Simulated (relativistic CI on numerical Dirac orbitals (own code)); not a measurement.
# Mn2+: L-alpha,beta X-ray emission

Computed with this model: Dirac-Coulomb-Breit CI, orbitals from a KLI potential per configuration, model QED, valence Slater integrals scaled by 0.8, multiplet model of X-ray emission after core ionisation; configurations [Ar] 3d5 → [He] 2s2 2p5 3s2 3p6 3d5 → [Ar] 3d4; 300 K; Lorentzian 0.6 eV and Gaussian 0.5 eV FWHM. Energies are those of the free ion, without screening or charge transfer. S is read from ⟨S²⟩ = S(S + 1).

Field parameters in Wybourne normalisation: D3d B²₀ = −7Dσ, B⁴₀ = −14Dq − 21Dτ, B⁴₃ = −14√(10/7) Dq. The field is a parameter set, without covalency.

Computed curve for D3d, 10Dq = 17650, Dσ = -1200, Dτ = 200 cm⁻¹, scaled to 100 at the maximum (points under 2 are left out and the grid is thinned):

```
Energy (eV)  Intensity
      635.6        2.0
      636.2        2.7
      636.7        3.8
      637.3        5.9
      637.9       13.4
      638.4       37.4
      639.0       43.1
      639.5       29.7
      640.1       23.8
      640.7       25.9
      641.2       31.2
      641.8       37.2
      642.4       54.5
      642.9       73.7
      643.5       84.4
      644.1       94.4
      644.6       94.6
      645.2       87.6
      645.8       99.7
      646.3       95.5
      646.9       82.8
      647.4       69.4
      648.0       51.0
      648.6       44.1
      649.1       49.2
      649.7       59.1
      650.3       68.2
      650.8       93.7
      651.4       57.6
      652.0       42.1
      652.5       36.1
      653.1       52.6
      653.7       32.5
      654.2       19.5
      654.8       11.9
      655.3        8.2
      655.9        5.4
      656.5        4.4
      657.0        3.4
      657.6        2.0
```

The ground state has S = 2.50, and the centroid lies at 646.46 eV.
